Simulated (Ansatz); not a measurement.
Relaxation of Zn7H20Se7 with RKS PBE-D4/def2-SVP.

```sh
$ ansatz run in.yaml --threads 4 --pin off --events-out ev --progress --plain --max-ram 66560MiB --backend cuda --devices 0, --max-vram 37GiB
```

```yaml
crystal:
  periodic: [false, false, false]
  atoms:
    - {symbol: Se, position_ang: [-3.549200, 0.729500, -0.695000]}
    - {symbol: Se, position_ang: [-0.750800, -2.153200, -0.712700]}
    - {symbol: Se, position_ang: [2.118600, -2.121700, 2.128200]}
    - {symbol: Se, position_ang: [-0.678300, 0.693400, -3.550800]}
    - {symbol: Se, position_ang: [-0.679500, 3.554800, -0.700200]}
    - {symbol: Se, position_ang: [2.117200, 0.685400, -0.707600]}
    - {symbol: Se, position_ang: [-0.708500, 0.691700, 2.114600]}
    - {symbol: Zn, position_ang: [0.712600, -3.530100, 0.712300]}
    - {symbol: Zn, position_ang: [-2.147200, 2.141200, -2.120900]}
    - {symbol: Zn, position_ang: [0.699300, -0.698700, -2.122100]}
    - {symbol: Zn, position_ang: [-2.123200, -0.707000, 0.715600]}
    - {symbol: Zn, position_ang: [0.696300, -0.709800, 3.535200]}
    - {symbol: Zn, position_ang: [0.716400, 2.128200, 0.703000]}
    - {symbol: Zn, position_ang: [3.530700, -0.711200, 0.707500]}
    - {symbol: H, position_ang: [1.595400, -4.445700, -0.183200]}
    - {symbol: H, position_ang: [-0.180300, -4.431000, 1.588900]}
    - {symbol: H, position_ang: [-3.007800, 3.030100, -3.011900]}
    - {symbol: H, position_ang: [1.584200, -1.585500, -3.024200]}
    - {symbol: H, position_ang: [-3.003500, -1.612600, 1.610200]}
    - {symbol: H, position_ang: [-0.182000, -1.615200, 4.426800]}
    - {symbol: H, position_ang: [1.597300, 0.185800, 4.416800]}
    - {symbol: H, position_ang: [1.579900, 3.019700, 1.589500]}
    - {symbol: H, position_ang: [4.435000, -1.585100, -0.206500]}
    - {symbol: H, position_ang: [4.435300, 0.200100, 1.592000]}
    - {symbol: H, position_ang: [-4.423300, -0.144600, -1.572300]}
    - {symbol: H, position_ang: [-4.397700, 1.571000, 0.133700]}
    - {symbol: H, position_ang: [-1.577800, -2.997600, -1.564500]}
    - {symbol: H, position_ang: [2.993800, -3.015400, 2.973000]}
    - {symbol: H, position_ang: [-1.562900, -0.145700, -4.420700]}
    - {symbol: H, position_ang: [0.155900, 1.582800, -4.404100]}
    - {symbol: H, position_ang: [0.169100, 4.415000, -1.577600]}
    - {symbol: H, position_ang: [-1.580000, 4.427000, 0.122200]}
    - {symbol: H, position_ang: [2.988800, 1.576600, -1.597500]}
    - {symbol: H, position_ang: [-1.571100, 1.566400, 3.003900]}
basis:
  gaussian: {orbitals: def2-SVP, fitting: {mean_field: def2-universal-jkfit}}
hamiltonian: {xc: pbe, dispersion: d4}
scf: {lower_state_search: "off"}
output: {orbitals: {seedname: orbitals}}
relax: {f_tol: 0.03, max_steps: 70}
```

Run time 2.3 min (4 threads of AMD EPYC 7R13 on a shared host and a share (37 GiB) of an NVIDIA H100 80GB HBM3), peak host memory 1.2 GiB.

Positions (Å) and forces (eV/Å) at steps 1, 2, 3, 4, 5, 6, 7, 8 of 23:

```xyz
34
step=1 energy=-796480.8991 eV
Se   -3.549    0.730   -0.695    1.134   -0.538   -0.497
Se   -0.751   -2.153   -0.713    0.311    1.555    0.227
Se    2.119   -2.122    2.128   -0.090    0.144   -0.197
Se   -0.678    0.693   -3.551   -0.560    0.218    0.917
Se   -0.679    3.555   -0.700   -0.284   -0.824   -0.245
Se    2.117    0.685   -0.708   -0.654    0.618   -0.684
Se   -0.709    0.692    2.115   -0.205    0.748   -0.759
Zn    0.713   -3.530    0.712    0.587   -0.984    0.226
Zn   -2.147    2.141   -2.121   -0.249    0.500   -0.578
Zn    0.699   -0.699   -2.122    0.930   -1.218   -0.039
Zn   -2.123   -0.707    0.716   -0.336   -1.027    0.911
Zn    0.696   -0.710    3.535    0.349   -0.549    1.084
Zn    0.716    2.128    0.703    0.846   -0.081    0.929
Zn    3.531   -0.711    0.708    1.189   -0.359    0.602
H     1.595   -4.446   -0.183    0.463   -0.180   -0.623
H    -0.180   -4.431    1.589   -0.832   -0.217    0.476
H    -3.008    3.030   -3.012   -0.442    0.454   -0.481
H     1.584   -1.585   -3.024    0.212   -0.246   -0.493
H    -3.003   -1.613    1.610   -0.511   -0.162    0.174
H    -0.182   -1.615    4.427   -0.696   -0.534    0.242
H     1.597    0.186    4.417    0.442    0.811    0.148
H     1.580    3.020    1.589    0.354    0.628    0.356
H     4.435   -1.585   -0.206    0.104   -0.388   -0.741
H     4.435    0.200    1.592    0.144    0.585    0.445
H    -4.423   -0.145   -1.572   -0.552   -0.100   -0.126
H    -4.398    1.571    0.134   -0.925    0.573    0.534
H    -1.578   -2.998   -1.565   -0.286   -0.250   -0.284
H     2.994   -3.015    2.973   -0.429    0.437   -0.416
H    -1.563   -0.146   -4.421   -0.102   -0.117   -0.519
H     0.156    1.583   -4.404    0.264    0.309   -0.695
H     0.169    4.415   -1.578    0.199    0.562   -0.201
H    -1.580    4.427    0.122   -0.207    0.597    0.203
H     2.989    1.577   -1.597   -0.543   -0.544    0.541
H    -1.571    1.566    3.004    0.373   -0.420   -0.438
34
step=2 energy=-796483.5758 eV
Se   -3.506    0.706   -0.701    0.370   -0.211   -0.094
Se   -0.706   -2.062   -0.665   -0.054    0.754   -0.159
Se    2.060   -2.057    2.061   -0.153    0.159   -0.177
Se   -0.690    0.701   -3.503   -0.151    0.020    0.261
Se   -0.686    3.514   -0.701   -0.062   -0.258   -0.037
Se    2.050    0.648   -0.683   -0.545    0.383   -0.321
Se   -0.653    0.675    2.048   -0.272    0.340   -0.553
Zn    0.738   -3.668    0.716    0.390   -1.081    0.215
Zn   -2.235    2.237   -2.218   -0.375    0.455   -0.467
Zn    0.815   -0.832   -2.199    0.709   -0.879    0.110
Zn   -2.203   -0.821    0.847    0.030   -0.736    0.767
Zn    0.701   -0.736    3.676    0.272   -0.413    1.148
Zn    0.843    2.200    0.819    0.730   -0.159    0.687
Zn    3.673   -0.714    0.730    1.206   -0.251    0.390
H     1.657   -4.491   -0.275    0.191    0.107   -0.373
H    -0.288   -4.460    1.622   -0.478    0.130    0.155
H    -3.104    3.130   -3.118   -0.265    0.261   -0.274
H     1.669   -1.683   -3.165    0.046   -0.075   -0.382
H    -3.156   -1.692    1.698   -0.381   -0.019    0.049
H    -0.276   -1.678    4.477   -0.395   -0.204   -0.086
H     1.629    0.296    4.441    0.130    0.464   -0.167
H     1.675    3.163    1.681    0.126    0.438    0.099
H     4.457   -1.617   -0.315   -0.183   -0.118   -0.429
H     4.479    0.289    1.655   -0.127    0.344    0.180
H    -4.472   -0.130   -1.558   -0.181    0.232    0.141
H    -4.433    1.554    0.115   -0.254   -0.015   -0.146
H    -1.541   -2.936   -1.523    0.024    0.039    0.051
H     2.923   -2.941    2.900   -0.224    0.234   -0.215
H    -1.539   -0.124   -4.456    0.182    0.280   -0.105
H     0.131    1.567   -4.445   -0.212   -0.104   -0.199
H     0.150    4.449   -1.558   -0.215    0.153    0.126
H    -1.561    4.468    0.107    0.132    0.167   -0.208
H     2.920    1.518   -1.543   -0.224   -0.251    0.224
H    -1.519    1.515    2.935    0.216   -0.187   -0.210
34
step=3 energy=-796485.6253 eV
Se   -3.417    0.671   -0.686   -0.414   -0.103   -0.123
Se   -0.678   -2.009   -0.648   -0.202    0.180   -0.278
Se    2.021   -2.015    2.015   -0.071    0.092   -0.084
Se   -0.675    0.684   -3.412    0.048    0.102   -0.401
Se   -0.672    3.429   -0.682   -0.079    0.343    0.041
Se    2.011    0.638   -0.669   -0.392    0.136   -0.022
Se   -0.634    0.662    2.011   -0.190    0.065   -0.341
Zn    0.788   -3.837    0.748   -0.052   -0.989    0.090
Zn   -2.318    2.324   -2.306   -0.258    0.254   -0.302
Zn    0.945   -0.977   -2.194    0.588   -0.642    0.044
Zn   -2.198   -0.952    0.985    0.073   -0.582    0.612
Zn    0.734   -0.791    3.849    0.135    0.019    0.973
Zn    0.977    2.193    0.949    0.638   -0.042    0.586
Zn    3.851   -0.743    0.778    0.980   -0.105   -0.048
H     1.718   -4.473   -0.404   -0.081    0.298    0.005
H    -0.430   -4.419    1.657    0.084    0.334   -0.152
H    -3.194    3.216   -3.206   -0.166    0.159   -0.155
H     1.703   -1.726   -3.321   -0.053    0.038   -0.200
H    -3.309   -1.723    1.741   -0.212    0.062   -0.040
H    -0.409   -1.741    4.463    0.015    0.103   -0.283
H     1.660    0.436    4.394   -0.185   -0.110   -0.329
H     1.721    3.319    1.714   -0.041    0.194   -0.064
H     4.412   -1.652   -0.453   -0.329    0.167    0.124
H     4.460    0.415    1.717   -0.285   -0.022   -0.098
H    -4.497   -0.066   -1.522    0.388    0.495    0.346
H    -4.450    1.525    0.042    0.195   -0.236   -0.353
H    -1.519   -2.913   -1.494    0.164    0.192    0.181
H     2.874   -2.890    2.854   -0.058    0.061   -0.053
H    -1.501   -0.050   -4.468    0.234    0.375    0.244
H     0.062    1.531   -4.466   -0.441   -0.302    0.314
H     0.084    4.465   -1.521   -0.421   -0.232    0.280
H    -1.523    4.488    0.044    0.333   -0.287   -0.457
H     2.889    1.479   -1.513    0.008    0.000   -0.015
H    -1.481    1.491    2.903    0.049   -0.015   -0.043
34
step=4 energy=-796486.5238 eV
Se   -3.329    0.656   -0.665   -0.866    0.153   -0.229
Se   -0.666   -1.981   -0.652   -0.224    0.069   -0.185
Se    2.009   -2.003    1.996   -0.069    0.065   -0.044
Se   -0.653    0.668   -3.334   -0.133    0.242   -0.749
Se   -0.662    3.332   -0.661   -0.192    0.857   -0.155
Se    1.980    0.647   -0.660   -0.295   -0.012   -0.038
Se   -0.644    0.653    1.982   -0.062    0.053   -0.247
Zn    0.809   -3.990    0.778   -0.212   -0.360   -0.059
Zn   -2.383    2.384   -2.382    0.015   -0.013    0.000
Zn    1.082   -1.114   -2.169    0.532   -0.492   -0.089
Zn   -2.171   -1.093    1.115   -0.077   -0.516    0.494
Zn    0.771   -0.817    3.994   -0.019    0.209    0.317
Zn    1.110    2.164    1.089    0.518    0.142    0.541
Zn    3.998   -0.772    0.799    0.334    0.046   -0.194
H     1.748   -4.399   -0.488   -0.256    0.152    0.310
H    -0.512   -4.350    1.692    0.408    0.159   -0.302
H    -3.265    3.284   -3.271   -0.095    0.084   -0.091
H     1.716   -1.742   -3.460   -0.120    0.121    0.108
H    -3.451   -1.732    1.756    0.097    0.126   -0.127
H    -0.488   -1.764    4.394    0.305    0.251   -0.136
H     1.686    0.510    4.328   -0.309   -0.410   -0.134
H     1.737    3.460    1.724   -0.138   -0.146   -0.141
H     4.349   -1.686   -0.520   -0.142    0.292    0.391
H     4.391    0.494    1.740   -0.135   -0.300   -0.245
H    -4.451    0.033   -1.511    0.521    0.177    0.189
H    -4.426    1.511   -0.030    0.441   -0.146   -0.132
H    -1.509   -2.891   -1.482    0.135    0.134    0.128
H     2.857   -2.873    2.838    0.021   -0.016    0.021
H    -1.492    0.029   -4.432    0.107    0.119    0.377
H    -0.022    1.525   -4.435   -0.167   -0.176    0.458
H    -0.012    4.431   -1.499   -0.122   -0.460    0.114
H    -1.504    4.458   -0.053    0.139   -0.494   -0.126
H     2.869    1.469   -1.502    0.082    0.069   -0.058
H    -1.469    1.487    2.882   -0.022    0.024    0.035
34
step=5 energy=-796486.9507 eV
Se   -3.249    0.622   -0.625   -0.639    0.147   -0.197
Se   -0.731   -1.903   -0.730   -0.102    0.114   -0.082
Se    1.947   -1.944    1.937   -0.094    0.084   -0.094
Se   -0.619    0.626   -3.254   -0.130    0.195   -0.562
Se   -0.621    3.246   -0.623   -0.167    0.636   -0.147
Se    1.905    0.724   -0.725   -0.236   -0.034    0.017
Se   -0.723    0.722    1.908   -0.007   -0.011   -0.209
Zn    0.770   -4.015    0.766   -0.184   -0.164   -0.104
Zn   -2.331    2.338   -2.341    0.011   -0.033    0.032
Zn    1.217   -1.229   -2.139    0.438   -0.405   -0.017
Zn   -2.139   -1.221    1.227   -0.016   -0.425    0.408
Zn    0.771   -0.781    4.014   -0.094    0.196    0.147
Zn    1.227    2.134    1.222    0.421    0.046    0.446
Zn    4.019   -0.768    0.766    0.150    0.104   -0.179
H     1.716   -4.389   -0.489   -0.184    0.118    0.213
H    -0.539   -4.349    1.664    0.270    0.130   -0.196
H    -3.231    3.234   -3.228   -0.036    0.036   -0.040
H     1.789   -1.797   -3.482   -0.084    0.084    0.166
H    -3.479   -1.793    1.802    0.165    0.085   -0.087
H    -0.474   -1.737    4.384    0.205    0.178   -0.104
H     1.662    0.537    4.334   -0.193   -0.271   -0.115
H     1.795    3.481    1.793   -0.094   -0.191   -0.097
H     4.351   -1.662   -0.545   -0.120    0.184    0.259
H     4.382    0.484    1.715   -0.104   -0.202   -0.174
H    -4.325    0.054   -1.537    0.277    0.095    0.157
H    -4.307    1.542   -0.047    0.226   -0.125   -0.067
H    -1.597   -2.754   -1.585    0.091   -0.025    0.080
H     2.799   -2.805    2.787    0.009   -0.009    0.008
H    -1.533    0.046   -4.312    0.104    0.061    0.183
H    -0.052    1.550   -4.317   -0.083   -0.150    0.229
H    -0.029    4.305   -1.532   -0.058   -0.234    0.105
H    -1.533    4.328   -0.071    0.125   -0.257   -0.060
H     2.742    1.580   -1.587    0.142    0.035   -0.033
H    -1.577    1.584    2.750   -0.012    0.007    0.116
34
step=6 energy=-796487.3183 eV
Se   -3.272    0.616   -0.615   -0.203    0.037   -0.047
Se   -0.741   -1.864   -0.745   -0.096    0.265   -0.089
Se    1.898   -1.898    1.887   -0.038    0.038   -0.038
Se   -0.611    0.617   -3.276   -0.036    0.041   -0.199
Se   -0.611    3.270   -0.614   -0.042    0.218   -0.036
Se    1.865    0.737   -0.733   -0.284    0.068   -0.078
Se   -0.739    0.729    1.869   -0.069    0.083   -0.277
Zn    0.732   -4.016    0.737   -0.098    0.042   -0.102
Zn   -2.316    2.323   -2.326    0.023   -0.039    0.045
Zn    1.351   -1.352   -2.072    0.307   -0.277    0.081
Zn   -2.073   -1.353    1.347    0.065   -0.309    0.279
Zn    0.747   -0.742    4.012   -0.100    0.099   -0.042
Zn    1.350    2.066    1.357    0.281   -0.070    0.313
Zn    4.018   -0.741    0.730   -0.044    0.100   -0.094
H     1.688   -4.356   -0.501   -0.112    0.065    0.110
H    -0.556   -4.312    1.643    0.111    0.070   -0.089
H    -3.220    3.219   -3.216   -0.017    0.020   -0.022
H     1.832   -1.836   -3.485   -0.054    0.055    0.229
H    -3.484   -1.835    1.838    0.236    0.056   -0.061
H    -0.481   -1.709    4.355    0.104    0.106   -0.058
H     1.642    0.553    4.302   -0.076   -0.102   -0.067
H     1.834    3.482    1.834   -0.059   -0.242   -0.058
H     4.317   -1.642   -0.559   -0.066    0.078    0.100
H     4.352    0.494    1.690   -0.060   -0.101   -0.103
H    -4.313    0.066   -1.555    0.073    0.067    0.058
H    -4.301    1.562   -0.054    0.063   -0.055   -0.059
H    -1.592   -2.736   -1.589    0.058   -0.110    0.047
H     2.753   -2.756    2.742   -0.018    0.017   -0.018
H    -1.554    0.057   -4.306    0.054    0.059    0.060
H    -0.065    1.564   -4.312   -0.060   -0.060    0.063
H    -0.036    4.295   -1.554   -0.061   -0.071    0.054
H    -1.552    4.317   -0.078    0.059   -0.074   -0.059
H     2.727    1.587   -1.585    0.131   -0.030    0.033
H    -1.584    1.583    2.734    0.029   -0.042    0.125
34
step=7 energy=-796487.7141 eV
Se   -3.285    0.606   -0.606    0.019   -0.001    0.022
Se   -0.773   -1.778   -0.782   -0.119    0.221   -0.121
Se    1.868   -1.868    1.857   -0.018    0.017   -0.016
Se   -0.603    0.609   -3.287   -0.007   -0.028   -0.020
Se   -0.603    3.283   -0.604    0.014    0.005    0.008
Se    1.779    0.773   -0.765   -0.184    0.157   -0.151
Se   -0.774    0.760    1.785   -0.147    0.143   -0.195
Zn    0.688   -3.980    0.698    0.008    0.165   -0.054
Zn   -2.307    2.312   -2.314    0.042   -0.049    0.055
Zn    1.475   -1.466   -1.976    0.243   -0.207    0.144
Zn   -1.979   -1.476    1.458    0.127   -0.250    0.206
Zn    0.709   -0.698    3.975   -0.060   -0.013   -0.163
Zn    1.464    1.970    1.482    0.209   -0.146    0.247
Zn    3.981   -0.703    0.686   -0.164    0.052    0.008
H     1.663   -4.326   -0.507   -0.056    0.071   -0.034
H    -0.564   -4.274    1.624   -0.077    0.079   -0.009
H    -3.212    3.211   -3.210    0.007   -0.005    0.005
H     1.866   -1.868   -3.446   -0.011    0.011    0.284
H    -3.448   -1.869    1.867    0.294    0.013   -0.016
H    -0.484   -1.683    4.328   -0.030    0.056   -0.064
H     1.626    0.561    4.265    0.004    0.088   -0.081
H     1.865    3.442    1.868   -0.011   -0.284   -0.010
H     4.281   -1.625   -0.567   -0.077    0.005   -0.078
H     4.323    0.498    1.666   -0.069    0.036   -0.052
H    -4.310    0.081   -1.562   -0.058    0.015   -0.053
H    -4.299    1.568   -0.068   -0.046    0.038   -0.017
H    -1.576   -2.740   -1.579    0.111   -0.101    0.103
H     2.724   -2.726    2.715   -0.034    0.033   -0.035
H    -1.563    0.070   -4.305   -0.020    0.026   -0.023
H    -0.081    1.570   -4.311   -0.015    0.043   -0.048
H    -0.049    4.292   -1.563   -0.026    0.034   -0.028
H    -1.560    4.314   -0.090   -0.036    0.047   -0.022
H     2.735    1.579   -1.572    0.061   -0.138    0.139
H    -1.578    1.569    2.740    0.123   -0.134    0.071
34
step=8 energy=-796488.1583 eV
Se   -3.306    0.601   -0.601    0.068   -0.031    0.054
Se   -0.806   -1.691   -0.822   -0.183   -0.119   -0.174
Se    1.851   -1.852    1.841   -0.005    0.006   -0.002
Se   -0.597    0.603   -3.309    0.021   -0.053    0.030
Se   -0.598    3.304   -0.597    0.044   -0.054    0.035
Se    1.690    0.813   -0.798    0.158    0.207   -0.214
Se   -0.814    0.793    1.697   -0.202    0.201    0.136
Zn    0.651   -3.919    0.666    0.022    0.255   -0.056
Zn   -2.296    2.300   -2.301    0.043   -0.044    0.047
Zn    1.585   -1.562   -1.849    0.165   -0.102    0.141
Zn   -1.854   -1.587    1.552    0.133   -0.170    0.097
Zn    0.678   -0.659    3.916   -0.067   -0.032   -0.253
Zn    1.561    1.842    1.595    0.108   -0.150    0.174
Zn    3.921   -0.671    0.650   -0.252    0.055    0.018
H     1.630   -4.273   -0.525   -0.017    0.087   -0.111
H    -0.587   -4.212    1.601   -0.176    0.114    0.038
H    -3.201    3.201   -3.201    0.020   -0.017    0.018
H     1.901   -1.899   -3.360    0.034   -0.034    0.326
H    -3.363   -1.905    1.898    0.329   -0.034    0.031
H    -0.501   -1.649    4.280   -0.097    0.028   -0.078
H     1.607    0.586    4.202    0.048    0.185   -0.121
H     1.897    3.355    1.903    0.035   -0.321    0.036
H     4.219   -1.603   -0.590   -0.113   -0.034   -0.168
H     4.272    0.516    1.635   -0.087    0.106   -0.019
H    -4.323    0.097   -1.572   -0.099   -0.001   -0.108
H    -4.312    1.578   -0.082   -0.079    0.086   -0.004
H    -1.538   -2.780   -1.548    0.251    0.117    0.240
H     2.709   -2.710    2.699   -0.028    0.026   -0.029
H    -1.571    0.084   -4.318   -0.069    0.011   -0.057
H    -0.095    1.578   -4.325   -0.002    0.096   -0.085
H    -0.064    4.303   -1.572   -0.011    0.072   -0.077
H    -1.569    4.328   -0.104   -0.090    0.091   -0.009
H     2.774    1.547   -1.537   -0.160   -0.273    0.281
H    -1.548    1.532    2.778    0.258   -0.272   -0.141
```

Single mean-field runs in def2-SVP are fitted with def2-universal-jkfit. In the singlet geometry the species has come apart into loosely held pieces. Another isomer (singlet) lies 1.59 eV lower at PBE0-D4/def2-TZVP; other spin states weren't run for this one.
